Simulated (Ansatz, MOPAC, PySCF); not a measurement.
Lewis adduct: BH3 (SMILES B) (first 4 atoms) with C2H3N (SMILES CC#N); geometry from B3LYP-D3(BJ)/def2-TZVP, rigid monomers moved along the line of their centres of mass till B1···N7 is 1.40 Å.
(charge 0, multiplicity 1):
```xyz
10

B     -0.36909     0.18656     0.06854
H      0.49232    -0.27412    -0.64167
H     -1.46554    -0.26249    -0.16559
H     -0.35145     1.39341     0.11159
C      0.52152    -1.02972     3.75947
C      0.19790    -0.58800     2.41863
N     -0.05742    -0.23936     1.36060
H      1.40689    -1.66610     3.73770
H      0.71942    -0.16755     4.39729
H     -0.31251    -1.59565     4.17592
```

Counterpoise-corrected where a basis set is named; no monomer relaxation.

Rows in 6-31G* carry no dispersion term and start afresh at each structure (6-31G* with six Cartesian d functions). The state that PM6 reach isn't checked.

The values were computed with Ansatz (a quantum-chemistry and plane-wave program) with Gaussian orbitals; MOPAC for PM6 (differences of heats of formation); PySCF for 6-31G* rows, the dispersion terms. Each number belongs to the level named beside it.

**Question.** One of these levels gives -519.7 meV for the interaction energy. Which?
A. HF/6-31G*
B. PBE0/def2-TZVPPD
C. PM6
D. PBE-D4/def2-TZVPPD

**Answer.** A, HF/6-31G*. The others give -2342.0 (PM6), -1733.7 (PBE-D4/def2-TZVPPD), -1560.8 (PBE0/def2-TZVPPD)
